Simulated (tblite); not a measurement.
Species: C6H9N2 (doublet state).
SMILES with atom numbers: `[H]/[N:5]=[C:4]([CH:3][CH:2]=[CH2:1])/[CH:6]=[N:7]\[CH3:8]` (hydrogens: H9, H10 on C1; H11 on C2; H12 on C3; H13 on N5; H14 on C6; H15, H16, H17 on C8)
Bond orders are those of one Lewis drawing.

Computed with GFN2-xTB (tblite), gas phase: L-BFGS steps from a force-field or distance-geometry start until the largest atomic force falls under 0.01 eV/Å.

Step 71: E = -629.7714 eV
```
atom  x, y, z in Å  |  force x, y, z in eV/Å
C1      2.8064    0.7680   -0.2062    0.030  -0.007   0.000
C2      1.5723    0.2244   -0.3305    0.052  -0.046  -0.031
C3      0.9505   -0.5327    0.6707    0.007   0.050   0.013
C4     -0.3579   -1.0792    0.5513    0.025   0.026   0.001
N5     -1.0449   -1.6238    1.4910    0.028  -0.017  -0.008
C6     -1.0038   -0.9531   -0.7928   -0.017   0.004   0.016
N7     -1.7782   -0.0359   -1.1560   -0.015  -0.005  -0.021
C8     -2.1672    1.0134   -0.2609    0.003  -0.007  -0.016
H9      3.2529    1.3446   -0.9960   -0.015   0.017  -0.007
H10     3.3888    0.6405    0.6901   -0.004  -0.011   0.029
H11     1.0227    0.3806   -1.2510   -0.006   0.002   0.015
H12     1.4876   -0.7082    1.5956   -0.003  -0.012   0.004
H13    -0.5770   -1.6180    2.3973   -0.004  -0.029   0.008
H14    -0.7479   -1.7134   -1.5248   -0.028   0.014   0.014
H15    -2.1128    0.7278    0.7943   -0.032   0.004  -0.003
H16    -1.5137    1.8737   -0.4231   -0.025   0.012  -0.036
H17    -3.1849    1.3031   -0.5192    0.002   0.006   0.023
```

Step 72: E = -629.7722 eV
```
atom  x, y, z in Å  |  force x, y, z in eV/Å
C1      2.8086    0.7636   -0.2026    0.020   0.007  -0.002
C2      1.5739    0.2226   -0.3293    0.036  -0.038  -0.024
C3      0.9506   -0.5355    0.6697   -0.004   0.057   0.031
C4     -0.3589   -1.0790    0.5511    0.028  -0.002  -0.021
N5     -1.0437   -1.6245    1.4923    0.026   0.000  -0.019
C6     -1.0043   -0.9530   -0.7941   -0.028   0.014   0.014
N7     -1.7790   -0.0359   -1.1571   -0.014   0.007  -0.014
C8     -2.1679    1.0140   -0.2628    0.002   0.007  -0.011
H9      3.2519    1.3437   -0.9908    0.009   0.027  -0.018
H10     3.3903    0.6353    0.6937    0.004  -0.019   0.031
H11     1.0233    0.3858   -1.2476   -0.003  -0.009   0.003
H12     1.4854   -0.7098    1.5960    0.004  -0.020   0.003
H13    -0.5736   -1.6156    2.3976   -0.008  -0.036   0.003
H14    -0.7487   -1.7096   -1.5306   -0.020   0.008   0.044
H15    -2.0894    0.7381    0.7939   -0.035   0.010  -0.011
H16    -1.5311    1.8831   -0.4458   -0.027  -0.003  -0.031
H17    -3.1944    1.2885   -0.5037    0.011  -0.008   0.021
```

Step 73: E = -629.7727 eV
```
atom  x, y, z in Å  |  force x, y, z in eV/Å
C1      2.8117    0.7608   -0.2016    0.008   0.018  -0.004
C2      1.5775    0.2196   -0.3296    0.011  -0.016  -0.008
C3      0.9512   -0.5345    0.6699   -0.012   0.046   0.038
C4     -0.3584   -1.0773    0.5515    0.022  -0.022  -0.035
N5     -1.0401   -1.6273    1.4925    0.017   0.011  -0.026
C6     -1.0057   -0.9529   -0.7939   -0.031   0.023   0.010
N7     -1.7819   -0.0371   -1.1575   -0.009   0.012  -0.003
C8     -2.1693    1.0142   -0.2644    0.001  -0.015  -0.021
H9      3.2502    1.3442   -0.9896    0.033   0.030  -0.019
H10     3.3920    0.6344    0.6959    0.010  -0.024   0.022
H11     1.0249    0.3876   -1.2458    0.004  -0.021  -0.011
H12     1.4843   -0.7087    1.5974    0.009  -0.022   0.001
H13    -0.5706   -1.6168    2.3982   -0.006  -0.036  -0.004
H14    -0.7522   -1.7078   -1.5330   -0.008  -0.003   0.063
H15    -2.0880    0.7417    0.7911   -0.019  -0.006   0.042
H16    -1.5372    1.8834   -0.4518    0.020   0.037  -0.039
H17    -3.1954    1.2884   -0.4996   -0.050  -0.008  -0.007
```

Question: Estimate the geometry and energy of step 74. (The exact step hangs on the optimiser's Hessian estimate; all steps are aligned on step 73, rigid shifts and turns removed.)

Answer: E = -629.7731 eV, largest force 0.080 eV/Å
```
atom  x, y, z in Å  |  force x, y, z in eV/Å
C1      2.8139    0.7568   -0.1980   -0.001   0.022  -0.007
C2      1.5798    0.2161   -0.3288   -0.010   0.012   0.011
C3      0.9514   -0.5368    0.6700   -0.010   0.028   0.032
C4     -0.3589   -1.0774    0.5510    0.011  -0.028  -0.034
N5     -1.0397   -1.6266    1.4933    0.013   0.014  -0.032
C6     -1.0060   -0.9517   -0.7950   -0.025   0.029   0.005
N7     -1.7812   -0.0356   -1.1595   -0.014   0.025   0.020
C8     -2.1693    1.0153   -0.2668   -0.018   0.061   0.015
H9      3.2489    1.3447   -0.9845    0.051   0.028  -0.011
H10     3.3928    0.6279    0.7004    0.013  -0.022   0.003
H11     1.0243    0.3920   -1.2417    0.017  -0.035  -0.018
H12     1.4833   -0.7144    1.5974    0.015  -0.020   0.003
H13    -0.5694   -1.6154    2.3988   -0.007  -0.038  -0.015
H14    -0.7513   -1.7029   -1.5374   -0.002  -0.017   0.078
H15    -2.0586    0.7540    0.7924   -0.024   0.033  -0.058
H16    -1.5582    1.8979   -0.4816   -0.048  -0.060  -0.001
H17    -3.2087    1.2680   -0.4804    0.041  -0.032   0.011
```

The energy changes by -0.0003 eV. The first-order estimate −F·Δx gives -0.0011 eV and the mean of the old and new forces, exact on a quadratic surface, -0.0002 eV. The step makes an angle of 84° with the force vector and moves no atom by more than 0.039 Å.

The cost below is that of the whole relaxation. The run took 1.1 s of wall time on one thread of an Arm Neoverse N1, on a shared host.
